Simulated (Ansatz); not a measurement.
This triplet lies 0.78 eV below the relaxed singlet at the level B3LYP/cc-pVTZ // B3LYP-D3(BJ)/def2-TZVP (Ansatz, an electronic-structure program).

A geometry relaxed with B3LYP-D3(BJ)/def2-TZVP (Ansatz), charge 1, multiplicity 3:

```xyz
8

H     -1.8906     0.0925    -1.1372
H      3.4416     0.4975    -0.3571
H     -1.6539    -1.2685     0.0047
C     -1.4574    -0.2098    -0.1807
H     -1.8696     0.3977     0.6287
C      2.3817     0.3413    -0.3205
C      1.1080     0.1587    -0.2740
N     -0.0597    -0.0094    -0.2318
```

Task: Write the SMILES of this molecule.

Result: `C#C[N+]C`
